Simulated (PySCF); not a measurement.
Harmonic spectrum computed at PBE in the def2-TZVP basis family (core potentials from Rb on, PySCF, no spin–orbit coupling):

| ω (cm⁻¹) | IR (km/mol, summed over degenerate members) | degeneracy |
| --- | --- | --- |
| 250 | 0.0 | 1 |
| 799 | 65.0 | 1 |
| 1067 | 270 | 2 |
| 1202 | 0.0 | 1 |
| 1643 | 0.0 | 1 |
| 1660 | 836 | 2 |
| 1823 | 19.4 | 1 |

**Question.** Which molecule gave it? In each, all ligands are bound to the one heavy central atom.
A. ZrH₄ (singlet)
B. TeH₄ (singlet)
C. SiH₄ (singlet)
D. GeH₄ (singlet)

**Answer.** B. It has C4v symmetry with Te–H 1.751 Å (×4).
